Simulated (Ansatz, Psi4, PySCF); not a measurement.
BF₃, singlet, at a GFN2-xTB geometry. Base run: PySCF with PBE/6-31G**.

Geometry (Å):
```xyz
4

B      0.0000     0.0000     0.0000
F     -0.0066     1.3004    -0.0009
F      1.1294    -0.6445     0.0033
F     -1.1228    -0.6559    -0.0024
```
Charge 0, spin multiplicity 1.
All else is at PySCF's defaults.

The same geometry, method and basis name were run in Ansatz (a quantum-chemistry and plane-wave program) and Psi4 and PySCF, at each program's defaults and at the settings that a row names. The base is PySCF at its defaults. Differences at the defaults can come from grids, fitting, cores and function types together.

```csv
code and settings,ΔE vs base (mEh),basis functions,E (Eh),SCF cycles
"PySCF, defaults (exact integrals, its default grid, spherical functions)",0.000,56,-324.21925,8
"Psi4, defaults (density fitting with its default set, its default grid, Cartesian functions)",-4.178,60,-324.22343,7
"Ansatz, defaults (factorised integrals, its default grid, Cartesian functions)",-4.123,60,-324.22337,-
"PySCF, density fitting with def2-universal-jkfit",-0.074,56,-324.21932,8
"PySCF, fine grid",0.006,56,-324.21924,8
"Psi4, exact integrals, spherical functions, fine grid",0.004,56,-324.21924,9
"Ansatz, high accuracy, Cartesian functions as the basis file defines them",-4.122,60,-324.22337,-
```
